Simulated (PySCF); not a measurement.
Species: C7H9ClOSi.
Geometry (GFN2-xTB, Å), atoms numbered from 1 in this order:
```xyz
19
C7H9ClOSi angstrom
C     -2.9788   -0.0868   -0.4136
C     -1.5038   -0.2737   -0.4409
C     -0.7942   -1.1269   -1.2088
C      0.6243   -1.0008   -0.9281
C      0.7865   -0.0594    0.0205
O      1.8977    0.4088    0.6054
Si     3.4699    0.0263    0.4114
C     -0.5464    0.4609    0.3909
C     -0.7053    1.4113    1.3170
Cl    -2.1928    2.0699    1.8155
H     -3.2439    0.9388   -0.6687
H     -3.4490   -0.7579   -1.1283
H     -3.3759   -0.2973    0.5791
H     -1.1967   -1.8124   -1.9323
H      1.4011   -1.5695   -1.4037
H      3.7048   -1.3814    0.7358
H      4.0374    0.9505    1.3801
H      3.9030    0.2779   -0.9636
H      0.1521    1.8313    1.8247
```

Definitions: NICS(0) = −σiso at the ring centroid; NICS(1) = −σiso and NICS(1)zz = −σzz at ±1 Å along the ring normal z. Level: GIAO PBE0/pcSseg-1 (PySCF, non-relativistic, gas phase) on the GFN2-xTB geometry, one conformer.

Ring bond lengths (Å), with Mayer bond orders in brackets: C2–C3 1.350 (1.73), C3–C4 1.451 (1.09), C4–C5 1.346 (1.71), C5–C8 1.478 (1.06), C8–C2 1.466 (1.04).

Problem. Give the NICS values of each ring in ppm.

Solution. 
```csv
ring,type,NICS(0),"NICS(1), two faces","NICS(1)zz, two faces",rms pucker (Å),"centre to ring atoms, mean (Å)"
C2–C3–C4–C5–C8,"5-membered carbocycle; formal bonds 2 double, 3 single",0.7,-1.7 / -1.7,3.5 / 3.5,0.00,1.21
```

Problem. What can be read from them?

Solution. 
- C2–C3–C4–C5–C8: mean NICS(1)zz 3.5 ppm, deshielded. That is too small in size for a clear verdict by the NICS criterion.

Problem. What does the geometric index give? HOMA = 1 − mean of α(R − Ropt)² over the ring bonds, with Krygowski's 1993 parameters (CC: Ropt 1.388 Å, α 257.7 Å⁻²).

Solution. 
- C2–C3–C4–C5–C8: HOMA -0.10 = 1 − EN − GEO, with mean bond length 1.418 Å, EN = α(Ropt − mean)² = 0.235 and GEO = α × variance = 0.868. The geometric and the magnetic index point the same way.

Problem. At the first NICS(1) probe listed for ring C2–C3–C4–C5–C8, 1 Å off the ring, what do the in-plane components average?

Solution. The isotropic value is a third of the trace: (3 × -1.7 − (3.5))/2 = -4.3 ppm.

Problem. What are the shieldings of the ring atoms and their hydrogens in the same run (means over atoms taken as equivalent)?

Solution. 
| atoms | environment | σ isotropic (ppm) |
| --- | --- | --- |
| C2 | fully substituted alkene carbon | 58.3 |
| C3 | alkene CH carbon | 51.5 |
| C4 | alkene CH carbon | 80.3 |
| C5 | vinylic carbon bearing oxygen | 29.2 |
| C8 | fully substituted alkene carbon | 39.5 |
| H14 | vinylic hydrogen | 25.63 |
| H15 | vinylic hydrogen | 26.54 |
